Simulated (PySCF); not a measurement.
# Bonding in `CCOC(=O)C(F)(F)F`

Species: C4H5F3O2.
SMILES with atom numbers: `[CH3:1][CH2:2][O:3][C:4](=[O:5])[C:6]([F:7])([F:8])[F:9]` (hydrogens: H10, H11, H12 on C1; H13, H14 on C2)

Cartesian coordinates in Å at the GFN2-xTB level; atoms count from 1:
```xyz
14
C4H5F3O2 angstrom
C     -1.996   -0.525    0.682
C     -1.226    0.727    0.293
O      0.171    0.605    0.617
C      0.928   -0.061   -0.221
O      0.615   -0.582   -1.249
C      2.395   -0.057    0.309
F      3.145   -0.957   -0.321
F      2.959    1.144    0.122
F      2.453   -0.324    1.617
H     -3.054   -0.367    0.494
H     -1.852   -0.744    1.737
H     -1.658   -1.374    0.094
H     -1.319    0.919   -0.780
H     -1.561    1.595    0.864
```

Bond orders from the PBE0/pcSseg-1 density (PySCF). The structure is a single GFN2-xTB conformer in the gas phase; no vibrational or solvent corrections.

(1) Where do the orders between heavy atoms depart from those drawn in the SMILES?

(2) Give the Mayer order of every bond, beside its length.

## Answers

(1) The largest departure is 0.186, at C2–O3 (drawn single, 0.814). Drawn single, order above 1.12: O3–C4 (1.152). Drawn single, order below 0.88: C2–O3 (0.814) and C4–C6 (0.858).

(2) 
| bond | drawn as | length (Å) | Mayer order |
| --- | --- | --- | --- |
| C1–C2 | single | 1.520 | 1.070 |
| C2–O3 | single | 1.440 | 0.814 |
| O3–C4 | single | 1.311 | 1.152 |
| C4–O5 | double | 1.194 | 1.964 |
| C4–C6 | single | 1.560 | 0.858 |
| C6–F7 | single | 1.330 | 1.036 |
| C6–F8 | single | 1.340 | 1.003 |
| C6–F9 | single | 1.337 | 1.017 |
| C1–H10 | single | 1.086 | 0.960 |
| C1–H11 | single | 1.087 | 0.958 |
| C1–H12 | single | 1.087 | 0.959 |
| C2–H13 | single | 1.094 | 0.943 |
| C2–H14 | single | 1.091 | 0.955 |

By pair of heavy elements: C–C: lowest C4–C6 (0.858, 1.560 Å), highest C1–C2 (1.070, 1.520 Å). C–O: lowest C2–O3 (0.814, 1.440 Å), highest C4–O5 (1.964, 1.194 Å). C–F: lowest C6–F8 (1.003, 1.340 Å), highest C6–F7 (1.036, 1.330 Å).

Question: Sum the orders of all bonds at each heavy atom with more than one neighbour and set the sums beside the valence in the SMILES.

Answer: C1 3.947 (drawn 4), C2 3.782 (drawn 4), O3 1.966 (drawn 2), C4 3.974 (drawn 4), C6 3.914 (drawn 4). Orders between atoms that aren't bonded are not in these sums.

For a closed shell the Mayer order of atoms A and B is Σ (PS)μν (PS)νμ over the basis functions μ on A and ν on B, with P the density and S the overlap matrix.
